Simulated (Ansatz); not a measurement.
Z-matrix (Å, degrees):
```
C
F 1 1.334
F 1 1.334 2 107.7
F 1 1.342 2 107.7 3 -115.8
C 1 1.514 2 112.1 3 123.7
O 5 1.390 1 109.0 2 -60.6
H 5 1.099 1 106.7 2 61.7
H 5 1.099 1 106.7 2 177.1
Ge 6 1.787 5 119.0 1 -178.5
H 9 1.528 6 104.2 5 179.6
H 9 1.539 6 108.1 5 59.3
H 9 1.539 6 108.2 5 -60.1
```

Total charge 0; spin multiplicity 1.

Task: List the PBE0/def2-TZVPP orbital energies in eV (the Gaussian-basis code of Ansatz). (Best estimate.)

Result: Ansatz gave: Occupied: -10860.73, -1358.96, -1208.78, -1208.76, -1208.76, -674.88, -674.80, -674.80, -523.07, -284.75, -280.31, -171.73, -121.56, -121.49, -121.49, -36.72, -34.53, -34.35, -34.35, -34.27, -34.27, -34.25, -34.22, -28.70, -21.55, -18.75, -16.91, -16.76, -16.10, -15.61, -13.67, -13.39, -13.13, -13.00, -12.10, -11.98, -11.71, -11.62, -10.37, -10.16, -9.27, -8.42. Lowest empty: -0.18, 0.76, 1.41, 1.58, 2.01, 2.61, 3.18, 4.17.
